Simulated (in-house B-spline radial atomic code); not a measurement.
**How G0W0 and RPA depend on the start: Nb⁸⁺**

Configuration [Ar] 3d10 4s2 4p3, highest spin. Computed with a B-spline radial code for spherical atoms: all electrons, scalar-relativistic (spin-free one-electron X2C), finite nucleus, each spin shell either full or empty, empty states to l = 9 with an (l + 1/2)⁻⁴ tail; G0W0 by contour deformation at full frequency.

```json
{"start": "Hartree-Fock", "mean-field 4p up (eV)": "-160.62", "G0W0 (eV)": "-161.40", "QP weight": "0.979", "RPA correlation (Eh)": "-2.3575"}
{"start": "LDA VWN5", "mean-field 4p up (eV)": "-151.18", "G0W0 (eV)": "-161.17", "QP weight": "0.964", "RPA correlation (Eh)": "-2.541"}
{"start": "PBE", "mean-field 4p up (eV)": "-151.16", "G0W0 (eV)": "-161.15", "QP weight": "0.964", "RPA correlation (Eh)": "-2.5377"}
{"start": "PBE0", "mean-field 4p up (eV)": "-153.82", "G0W0 (eV)": "-161.22", "QP weight": "0.969", "RPA correlation (Eh)": "-2.4879"}
{"start": "r2SCAN", "mean-field 4p up (eV)": "-152.15", "G0W0 (eV)": "-161.21", "QP weight": "0.966", "RPA correlation (Eh)": "-2.5059"}
{"start": "HSE06", "mean-field 4p up (eV)": "-153.32", "G0W0 (eV)": "-161.22", "QP weight": "0.968", "RPA correlation (Eh)": "-2.4913"}
{"start": "B3LYP (VWN-RPA)", "mean-field 4p up (eV)": "-153.16", "G0W0 (eV)": "?", "QP weight": "?", "RPA correlation (Eh)": "?"}
{"start": "SCAN", "mean-field 4p up (eV)": "-152.24", "G0W0 (eV)": "-161.19", "QP weight": "0.967", "RPA correlation (Eh)": "-2.5047"}
{"start": "TPSS", "mean-field 4p up (eV)": "-151.48", "G0W0 (eV)": "-161.20", "QP weight": "0.964", "RPA correlation (Eh)": "-2.5283"}
{"start": "BHandHLYP", "mean-field 4p up (eV)": "-156.12", "G0W0 (eV)": "-161.29", "QP weight": "0.973", "RPA correlation (Eh)": "-2.4424"}
{"start": "CAM-B3LYP", "mean-field 4p up (eV)": "-155.12", "G0W0 (eV)": "-161.26", "QP weight": "0.971", "RPA correlation (Eh)": "-2.4814"}
{"start": "LC-wPBE", "mean-field 4p up (eV)": "-156.58", "G0W0 (eV)": "-161.30", "QP weight": "0.973", "RPA correlation (Eh)": "-2.4867"}
{"start": "PBEsol", "mean-field 4p up (eV)": "-151.14", "G0W0 (eV)": "-161.16", "QP weight": "0.964", "RPA correlation (Eh)": "-2.5388"}
{"start": "BLYP", "mean-field 4p up (eV)": "-150.86", "G0W0 (eV)": "-161.14", "QP weight": "0.964", "RPA correlation (Eh)": "-2.5388"}
{"start": "r2SCAN0", "mean-field 4p up (eV)": "-154.50", "G0W0 (eV)": "-161.26", "QP weight": "0.971", "RPA correlation (Eh)": "-2.4663"}
{"start": "LDA exchange-only", "mean-field 4p up (eV)": "-149.76", "G0W0 (eV)": "?", "QP weight": "?", "RPA correlation (Eh)": "?"}
```

(1) What G0W0 level, weight and RPA correlation energy follow from the LDA exchange-only start?

(2) What G0W0 level, weight and RPA correlation energy follow from the B3LYP (VWN-RPA) start?

(3) How much of the dependence on the start does G0W0 remove?

## Answers

(1) G0W0 level -161.22 eV, weight 0.963, RPA correlation -2.5405 hartree.

(2) G0W0 level -161.21 eV, weight 0.968, RPA correlation -2.4987 hartree.

(3) The mean-field levels span 10.9 eV and the G0W0 levels 0.262 eV. Against 159.2 ± 0.7 eV (NIST, semi-empirical) the G0W0 removal energies are off by +1.94 to +2.20 eV, with spin-orbit coupling, Breit and QED terms left out.
